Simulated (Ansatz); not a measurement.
Input and output for H$_{8}$OSi$_{3}$, SMILES `O[SiH]([SiH3])[SiH3]`.

```yaml
crystal:
  periodic: [false, false, false]
  atoms:
    - {symbol: O, position_ang: [-1.487995, 1.437904, -0.423562]}
    - {symbol: Si, position_ang: [-0.019949, 0.761348, -0.046444]}
    - {symbol: Si, position_ang: [-0.266729, -0.284932, 2.030853]}
    - {symbol: Si, position_ang: [0.695367, -0.774935, -1.673024]}
    - {symbol: H, position_ang: [-1.555654, 1.906704, -1.256834]}
    - {symbol: H, position_ang: [1.040733, 1.811175, 0.060369]}
    - {symbol: H, position_ang: [1.043702, -0.881006, 2.411326]}
    - {symbol: H, position_ang: [-1.277129, -1.373286, 1.949785]}
    - {symbol: H, position_ang: [-0.678075, 0.681865, 3.083612]}
    - {symbol: H, position_ang: [0.743346, -0.135031, -3.018712]}
    - {symbol: H, position_ang: [-0.222224, -1.944017, -1.748168]}
    - {symbol: H, position_ang: [2.061607, -1.260991, -1.335001]}
basis:
  gaussian: {orbitals: cc-pVTZ}
hamiltonian: {xc: {name: SVWN5}}
accuracy: high
output: {forces: true}
```

```sh
$ ansatz run in.yaml --threads 4 --pin off --events-out ev --progress --plain --max-ram 10444MiB
```

Shortened log:

```
Functional definition: SVWN5
4345 factors; integrals over basis functions are off by at most 2.1e-8 eV
mean field evaluation 1: about -25695.1087 eV, gradient 6.2e1 eV
mean field evaluation 2: about -25661.1529 eV, gradient 1.4e2 eV
mean field evaluation 4: about -25701.7899 eV, gradient 7.4e0 eV
mean field evaluation 8: about -25701.9639 eV, gradient 4.5e-1 eV
mean field evaluation 16: about -25701.9645 eV, gradient 8.3e-5 eV
mean field -25701.96448714 eV, -944.5297734850 hartree, gradient 6.0e-8 eV, S^2 0.000000; 0 other end points of the search recorded, 0 dependent functions left out
reference -25701.96449194 eV, -944.5297736617 hartree; 29, 29 occupied and 215, 215 virtual orbitals, 4345 factors
Total energy: -25701.96449194 eV, -944.5297736617 hartree
Atom 0 at    -1.487995     1.437904    -0.423562 Å, force    -0.077091    -0.256426     0.512681 eV/Å
Atom 1 at    -0.019949     0.761348    -0.046444 Å, force     0.006085    -0.317154     0.025827 eV/Å
Atom 2 at    -0.266729    -0.284932     2.030853 Å, force     0.015658     0.150621    -0.306394 eV/Å
Atom 3 at     0.695367    -0.774935    -1.673024 Å, force    -0.110673     0.209534     0.244626 eV/Å
Atom 4 at    -1.555654     1.906704    -1.256834 Å, force    -0.048388     0.289914    -0.524650 eV/Å
Atom 5 at     1.040733     1.811175     0.060369 Å, force     0.158643     0.130247     0.025455 eV/Å
Atom 6 at     1.043702    -0.881006     2.411326 Å, force     0.161884    -0.067409     0.037221 eV/Å
Atom 7 at    -1.277129    -1.373286     1.949785 Å, force    -0.124277    -0.136249    -0.012397 eV/Å
Atom 8 at    -0.678075     0.681865     3.083612 Å, force    -0.050054     0.123671     0.133434 eV/Å
Atom 9 at     0.743346    -0.135031    -3.018712 Å, force     0.009082     0.079270    -0.162284 eV/Å
Atom 10 at    -0.222224    -1.944017    -1.748168 Å, force    -0.112880    -0.145996    -0.010695 eV/Å
Atom 11 at     2.061607    -1.260991    -1.335001 Å, force     0.172011    -0.060023     0.037174 eV/Å
Dipole moment:     0.023628     0.137277    -0.198968 e Å
```

Run time 15 s (4 threads of an Arm Neoverse V2 on a shared host); peak host memory 1.5 GiB.
